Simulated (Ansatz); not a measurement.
Species: BO (charge 0, doublet). 
Structure (B3LYP-D3(BJ)/def2-TZVP (Ansatz, a quantum-chemistry and plane-wave program) minimum search):
```xyz
2

B      0.0000     0.0000    -0.7398
O      0.0000     0.0000     0.4623
```
Charge 0, spin multiplicity 2.

Wanted: atomisation energy (electronic, to ground-state atoms), in kcal/mol. Valence correlation only, unless marked. Open shells are spin-unrestricted. No spin-orbit coupling. Non-relativistic unless marked X2C. The coupled-cluster limit lacks core correlation, which all-electron functionals hold. CBS(X,Y): correlation extrapolated as X^-3; Hartree-Fock from the larger set (for Q and 5 zeta extrapolated as (X+1)exp(-9√X)).

```tsv
level	program	atomisation energy (kcal/mol)
HF/aug-cc-pVTZ	Ansatz	133.3
```

Problem. Predict the CCSD(T)/CBS(cc-pVQZ,cc-pV5Z) result (Ansatz).

Solution. 193.8 kcal/mol
